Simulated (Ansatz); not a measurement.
C3H7BSSi can be A, `C#CSB[SiH2]C`, or B, `S=CCB1C[SiH2]1`.

Calculated with Ansatz (gas phase, PBE0-D4/def2-TZVP geometries, no zero-point term in ΔE). CCSD(T)/CBS is the MP2 limit (def2-TZVPP, def2-QZVPP) plus CCSD(T) − MP2 in def2-TZVPP, frozen cores. Functionals use def2-TZVPP. B3LYP here is the variant with VWN-RPA as its local correlation; programs differ in this. One conformer a species, not always the lowest.

(1) Which isomer does CCSD(T)/CBS put lower? Give the gap. (An estimate is asked.)

(2) Give E(B) − E(A) in kJ/mol with B3LYP-D4, ωB97M-V, CCSD/def2-TZVPP, PBE-D4, CCSD(T)/def2-TZVPP, B2PLYP, B3LYP. (An estimate is asked.)

Largest T1 diagnostic: 0.016.

Answers

(1) The calculation gave: A, by 36.9 kJ/mol.

(2) Ansatz gave: B3LYP-D4 25.8, ωB97M-V 30.0, CCSD/def2-TZVPP 28.1, PBE-D4 32.2, CCSD(T)/def2-TZVPP 36.3, B2PLYP 32.0, B3LYP 16.5. None reverses the order clearly.

In def2-TZVPP, CCSD(T) changes the Hartree–Fock value by +35.3 kJ/mol (the triples alone add +8.3 kJ/mol) and MP2 by +61.8 kJ/mol. The D4 term adds +9.3 kJ/mol with B3LYP and +4.8 kJ/mol with PBE0; it sums over pairs of atoms, weighted by their polarisabilities, and B3LYP, whose exchange is more repulsive, gets the larger term.
